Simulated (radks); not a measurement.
The numbers below are computed, except where a source is named.
Question: Radial electron density D(r) = 4 pi r^2 rho(r) of an atom or ion with 44 electrons. Code: a radial shooting solver on a logarithmic mesh with Libxc functionals. Model: scalar-relativistic Kohn-Sham, PBE, spin-polarised, spherical densities, point nucleus.

r (bohr)  D(r) (e/bohr)  spin D(r)
0.005244          15.57  -0.000193
0.006883          22.56  -0.000278
0.009107          31.55  -0.000387
0.01205           41.48  -0.000510
0.01582           50.16  -0.000629
0.02093           55.41  -0.000741
0.02769           54.95  -0.000850
0.03635           50.40  -0.000877
0.04809           47.63  -0.000106
0.06363           53.48    0.00462
0.08352           65.11     0.0214
0.1105            69.38     0.0666
0.1462            57.62      0.152
0.1919            45.44      0.253
0.2539            49.24      0.291
0.336             54.04      0.178
0.441             39.12     0.0125
0.5835            18.70     0.0853
0.7721            13.36      0.587
1.013             14.18       1.16
1.341             10.37       1.30
1.774             5.210      0.942
2.329             2.262      0.495
3.081            0.8809      0.182
4.077            0.2901     0.0427
5.351           0.07613    0.00388
7.08            0.01321   -0.00128

What is the nuclear charge?

Answer: Z = 44. The innermost maximum, from 1s, lies near gamma/Z bohr with gamma = sqrt(1 - (Z/c)^2) = 0.947, here 0.0215 bohr (found: 0.0236), and its height grows with Z. The density is that of neutral ruthenium in [Kr] 4d8; the configuration itself is not fixed sharply by these data, and Z only to a few units. D(r) has 4 maxima, at r = 0.0236, 0.104, 0.318, 0.966 bohr, and minima at 0.0469, 0.206, 0.748 bohr, inside which lie 2.03, 11.13, 29.09 electrons.
